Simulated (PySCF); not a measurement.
PySCF input file for Si(Cl)(NH2) (ClH2NSi), SMILES N[Si]Cl (connectivity only; charge and spin as stated), neutral, multiplicity 1, ADC(2)/aug-cc-pVDZ. Geometry: B3LYP-D3(BJ)/def2-TZVP. The values are those of a single conformer.

```python
import numpy as np
from pyscf import gto, scf, dft, adc

mol = gto.M(
    atom='''
    Si    0.74032441    0.57072981    0.00000000
    Cl   -0.20827286   -1.32875029    0.00000000
    N    -0.65935650    1.54687073    0.00000000
    H    -1.61422505    1.21570546    0.00000000
    H    -0.59418264    2.55473708    0.00000000
    ''',
    basis='aug-cc-pVDZ',
    charge=0,
    spin=0,
    max_memory=1600,
    verbose=4,
)
mf = scf.RHF(mol)
mf.conv_tol = 1e-10
mf.max_cycle = 100
mf.kernel()
res = {}
for kind, nroots in (('ee', 6), ('ip', 6), ('ea', 2)):
    a = adc.ADC(mf).density_fit('aug-cc-pvdz-ri')
    a.method, a.method_type = 'adc(2)', kind
    e, v, p, x = a.kernel(nroots=nroots)
    res[kind] = (e * 27.211386245988, p)
for kind, (e, p) in res.items():
    print(kind, 'energies / eV', np.round(e, 3), 'strengths', np.round(p, 4))
```

It prints:

```
PySCF version 2.14.0

[INPUT] verbose = 4
[INPUT] num. atoms = 5
[INPUT] num. electrons = 40
[INPUT] charge = 0
[INPUT] spin (= nelec alpha-beta = 2S) = 0
[INPUT] symmetry False subgroup None
[INPUT] Mole.unit = angstrom
[INPUT] Symbol           X                Y                Z      unit          X                Y                Z       unit  Magmom
[INPUT]  1 Si     0.740324410000   0.570729810000   0.000000000000 AA    1.399010378230   1.078523032025   0.000000000000 Bohr   0.0
[INPUT]  2 Cl    -0.208272860000  -1.328750290000   0.000000000000 AA   -0.393578664580  -2.510974136036   0.000000000000 Bohr   0.0
[INPUT]  3 N     -0.659356500000   1.546870730000   0.000000000000 AA   -1.246003203452   2.923162029806   0.000000000000 Bohr   0.0
[INPUT]  4 H     -1.614225050000   1.215705460000   0.000000000000 AA   -3.050443247912   2.297350367538   0.000000000000 Bohr   0.0
[INPUT]  5 H     -0.594182640000   2.554737080000   0.000000000000 AA   -1.122842457571   4.827753401471   0.000000000000 Bohr   0.0

nuclear repulsion = 130.523112862856
number of shells = 34
number of NR pGTOs = 157
number of NR cGTOs = 95
basis = aug-cc-pVDZ
ecp = {}


[settings echo left out]
init E= -804.18611932168
  HOMO = -0.246626462149879  LUMO = -0.008874308952878  gap/eV = 6.46957
cycle= 1 E= -804.08280855142  delta_E= 0.103  |g|= 0.302  |ddm|= 2.15
  HOMO = -0.365202811488978  LUMO = 0.0213726060279984  gap/eV = 10.51925
cycle= 2 E= -804.114053932112  delta_E= -0.0312  |g|= 0.113  |ddm|= 0.498
  HOMO = -0.35618740737802  LUMO = 0.0315545345422277  gap/eV = 10.55100
cycle= 3 E= -804.118338240815  delta_E= -0.00428  |g|= 0.0308  |ddm|= 0.146
  HOMO = -0.356533024330021  LUMO = 0.0329787433245921  gap/eV = 10.59916
cycle= 4 E= -804.118866540088  delta_E= -0.000528  |g|= 0.0081  |ddm|= 0.0772
  HOMO = -0.356701609998549  LUMO = 0.0325919172508944  gap/eV = 10.59322
cycle= 5 E= -804.118904771871  delta_E= -3.82e-05  |g|= 0.00366  |ddm|= 0.0178
  HOMO = -0.356581225715133  LUMO = 0.0326175420759398  gap/eV = 10.59064
cycle= 6 E= -804.118912725388  delta_E= -7.95e-06  |g|= 0.000944  |ddm|= 0.00881
  HOMO = -0.356602405987885  LUMO = 0.0326312610680324  gap/eV = 10.59159
cycle= 7 E= -804.1189137071  delta_E= -9.82e-07  |g|= 0.000251  |ddm|= 0.00332
  HOMO = -0.356550967223444  LUMO = 0.0326378245544743  gap/eV = 10.59037
cycle= 8 E= -804.118913766291  delta_E= -5.92e-08  |g|= 4.96e-05  |ddm|= 0.000803
  HOMO = -0.356558123183611  LUMO = 0.0326399736502219  gap/eV = 10.59062
cycle= 9 E= -804.118913768226  delta_E= -1.93e-09  |g|= 1.39e-05  |ddm|= 0.000125
  HOMO = -0.356555656731556  LUMO = 0.032640450994212  gap/eV = 10.59057
cycle= 10 E= -804.118913768382  delta_E= -1.56e-10  |g|= 4.15e-06  |ddm|= 3.11e-05
  HOMO = -0.356556158942059  LUMO = 0.0326404965239497  gap/eV = 10.59058
cycle= 11 E= -804.118913768397  delta_E= -1.5e-11  |g|= 1.06e-06  |ddm|= 1.06e-05
  HOMO = -0.356556135427491  LUMO = 0.0326405271581538  gap/eV = 10.59058
Extra cycle  E= -804.118913768393  delta_E= 3.18e-12  |g|= 4.94e-07  |ddm|= 1.98e-06
converged SCF energy = -804.118913768393

******** <class 'pyscf.adc.radc.RADC'> ********
******** ADC Orbital Information ********
Number of Frozen Occupied Orbitals: 0
Number of Frozen Virtual Orbitals: 0
Number of Active Occupied Orbitals: 20
Number of Active Virtual Orbitals: 75
*****************************************
******** <class 'pyscf.df.df.DF'> ********
auxbasis = aug-cc-pvdz-ri
Reference correlation energy (doubles): -0.43330173
MP2 correlation energy of reference state (a.u.) = -0.43330173

******** <class 'pyscf.adc.radc_ee.RADCEE'> ********
max_space = 12
max_cycle = 50
conv_tol = 1e-08

*************************************************************
        ADC calculation summary (singlet states only)
*************************************************************
adc(2) root 0  |  Energy (Eh) =   0.1757375853  |  Energy (eV) =   4.78206327  |  Osc. strength = 0.06598127  |  conv = True
adc(2) root 1  |  Energy (Eh) =   0.2179378766  |  Energy (eV) =   5.93039169  |  Osc. strength = 0.03768295  |  conv = True
adc(2) root 2  |  Energy (Eh) =   0.2350690634  |  Energy (eV) =   6.39655503  |  Osc. strength = 0.35651793  |  conv = True
adc(2) root 3  |  Energy (Eh) =   0.2456409917  |  Energy (eV) =   6.68423185  |  Osc. strength = 0.00308170  |  conv = True
adc(2) root 4  |  Energy (Eh) =   0.2459488244  |  Energy (eV) =   6.69260840  |  Osc. strength = 0.16163239  |  conv = True
adc(2) root 5  |  Energy (Eh) =   0.2527654197  |  Energy (eV) =   6.87809741  |  Osc. strength = 0.05627338  |  conv = True

******** <class 'pyscf.adc.radc.RADC'> ********
******** ADC Orbital Information ********
Number of Frozen Occupied Orbitals: 0
Number of Frozen Virtual Orbitals: 0
Number of Active Occupied Orbitals: 20
Number of Active Virtual Orbitals: 75
*****************************************
******** <class 'pyscf.df.df.DF'> ********
auxbasis = aug-cc-pvdz-ri
Reference correlation energy (doubles): -0.43330173
MP2 correlation energy of reference state (a.u.) = -0.43330173

******** <class 'pyscf.adc.radc_ip.RADCIP'> ********
max_space = 12
max_cycle = 50
conv_tol = 1e-08

*************************************************************
        ADC calculation summary (doublet states only)
*************************************************************
adc(2) root 0  |  Energy (Eh) =   0.3375111001  |  Energy (eV) =   9.18414483  |  Spec. factor = 1.82938467  |  conv = True
adc(2) root 1  |  Energy (Eh) =   0.3724990590  |  Energy (eV) =  10.13621569  |  Spec. factor = 1.74237851  |  conv = True
adc(2) root 2  |  Energy (Eh) =   0.4106463652  |  Energy (eV) =  11.17425676  |  Spec. factor = 1.78100115  |  conv = True
adc(2) root 3  |  Energy (Eh) =   0.4265992994  |  Energy (eV) =  11.60835821  |  Spec. factor = 1.77205250  |  conv = True
adc(2) root 4  |  Energy (Eh) =   0.4881884575  |  Energy (eV) =  13.28428457  |  Spec. factor = 1.76125273  |  conv = True
adc(2) root 5  |  Energy (Eh) =   0.6086685580  |  Energy (eV) =  16.56271509  |  Spec. factor = 1.71852706  |  conv = True

******** <class 'pyscf.adc.radc.RADC'> ********
******** ADC Orbital Information ********
Number of Frozen Occupied Orbitals: 0
Number of Frozen Virtual Orbitals: 0
Number of Active Occupied Orbitals: 20
Number of Active Virtual Orbitals: 75
*****************************************
******** <class 'pyscf.df.df.DF'> ********
auxbasis = aug-cc-pvdz-ri
Reference correlation energy (doubles): -0.43330173
MP2 correlation energy of reference state (a.u.) = -0.43330173

******** <class 'pyscf.adc.radc_ea.RADCEA'> ********
max_space = 12
max_cycle = 50
conv_tol = 1e-08

*************************************************************
        ADC calculation summary (doublet states only)
*************************************************************
adc(2) root 0  |  Energy (Eh) =   0.0070528129  |  Energy (eV) =   0.19191682  |  Spec. factor = 1.87789269  |  conv = True
adc(2) root 1  |  Energy (Eh) =   0.0212078671  |  Energy (eV) =   0.57709546  |  Spec. factor = 1.96552396  |  conv = True
ee energies / eV [4.782 5.93  6.397 6.684 6.693 6.878] strengths [0.066  0.0377 0.3565 0.0031 0.1616 0.0563]
ip energies / eV [ 9.184 10.136 11.174 11.608 13.284 16.563] strengths [1.8294 1.7424 1.781  1.7721 1.7613 1.7185]
ea energies / eV [0.192 0.577] strengths [1.8779 1.9655]
```

The run converged.
